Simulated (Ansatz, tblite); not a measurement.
Removing and adding an electron: Te5Pb4. Charge 0, multiplicity 1. Geometry: PBE-D4/def2-SVP. Ansatz, gas phase; energy differences of separate SCF runs; the oxidised species was run as a doublet alone; the reduced species was run as a doublet alone.

```tsv
atom	x (Å)	y (Å)	z (Å)
Pb1	1.068	-2.238	1.168
Pb2	-2.501	-0.925	-0.235
Pb3	1.186	-0.294	-2.382
Pb4	0.915	1.768	2.095
Te5	-0.543	3.324	0.052
Te6	-0.386	-2.770	-1.477
Te7	2.664	0.183	0.182
Te8	-1.118	-0.471	2.386
Te9	-1.285	1.423	-1.788
```

In the def2 sets Pb, Te take a core potential; there is no spin–orbit coupling. The xTB rows come from tblite. HOMO above LUMO, or a gap near zero within one spin, warns that the state may not be the lowest or that an electron is smeared out. The structure comes from a short search, and lower isomers may exist.

```tsv
level	−HOMO (eV)	vertical IE (eV)	−LUMO (eV)	vertical EA (eV)	HOMO–LUMO gap (eV)	IE − EA (eV)	remarks
GFN1-xTB	8.05	10.11	5.63	3.41	2.42	6.70	–
GFN2-xTB	8.64	10.71	5.62	3.44	3.02	7.27	–
LDA (SPW92)/def2-SVP	4.98	6.84	3.35	1.59	1.63	5.25	HOMO above zero (-1 doublet), gap within one spin near zero (+1 doublet), gap within one spin near zero (-1 doublet)
```

**Question.** Estimate the rows for PBE-D4/def2-SVP, PBE0-D4/def2-SVP.

**Answer.** 
| level | −HOMO (eV) | vertical IE (eV) | −LUMO (eV) | vertical EA (eV) | HOMO–LUMO gap (eV) | IE − EA (eV) | remarks |
| --- | --- | --- | --- | --- | --- | --- | --- |
| PBE-D4/def2-SVP | 4.77 | 6.62 | 3.07 | 1.36 | 1.70 | 5.26 | HOMO above zero (-1 doublet), gap within one spin near zero (+1 doublet) |
| PBE0-D4/def2-SVP | 5.61 | 6.89 | 2.47 | 1.30 | 3.14 | 5.58 | – |

   A HOMO above zero means that the electron is unbound at that level or that self-interaction error raises the level; the energy of removing that electron tells which. Raw xTB energy differences between charge states are shifted by several eV; the methods need an empirical correction for them. Sets without diffuse functions give affinities that are too small.
